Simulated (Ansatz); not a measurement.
## Calibrating MP2/def2-TZVPP on fluorocarbon molecules

The vertical ionisation energy (cation less neutral) in eV of 8 fluorocarbon molecules: x at MP2/def2-TZVPP, y at CCSD(T)/def2-TZVPP. Shapes, held fixed at every level: PBE0-D4/def2-TZVP. Flexible molecules stand in one conformer, not always the lowest. Programs: Ansatz 0.2.0.

```
                             molecule  x (eV)  y (eV)
          C2H2F2 (1,2-difluoroethene)   10.48   10.41
 C4H3F5 (SMILES C/C(F)=C(\F)C(F)(F)F)   10.52   10.41
C5H3F5 (SMILES FC1=C(F)C(F)(F)C(F)C1)   10.60   10.47
   C4H3F5 (SMILES FC/C(F)=C\C(F)(F)F)   11.30   11.16
   C4H3F5 (SMILES F/C(=C/C(F)F)C(F)F)   11.38       ?
                  C2F2 (SMILES FC#CF)   11.47   11.27
    C4H3F5 (SMILES FC1CC(F)(F)C1(F)F)   11.91   11.91
    C4H3F5 (SMILES FC1C(F)C(F)(F)C1F)   12.00   11.93
```

Problem. Fit y = c + s·x to the known rows and predict y for C4H3F5 (SMILES F/C(=C/C(F)F)C(F)F).

Solution. 
1. Means of the 7 rows: x = 11.1829, y = 11.080.
2. Σ(Δx)² = 2.5657, Σ(Δx·Δy) = 2.6326, so the slope is 2.6326/2.5657 = 1.0261.
3. Intercept: 11.080 − (1.0261) × 11.1829 = -0.395. The largest residual of the fit is 0.10.
4. C4H3F5 (SMILES F/C(=C/C(F)F)C(F)F): -0.395 + 1.0261 × 11.38 = 11.28 eV.

CCSD(T)/def2-TZVPP gives 11.24 eV, so the prediction is off by +0.04 eV, within the largest residual. Uncorrected, MP2/def2-TZVPP misses C4H3F5 (SMILES F/C(=C/C(F)F)C(F)F) by +0.14 eV, and the other rows by 0.10 on average. The line removes about 70 % of this miss. Left out in turn, the other rows are missed by 0.06 eV on average. Cations run unrestricted.
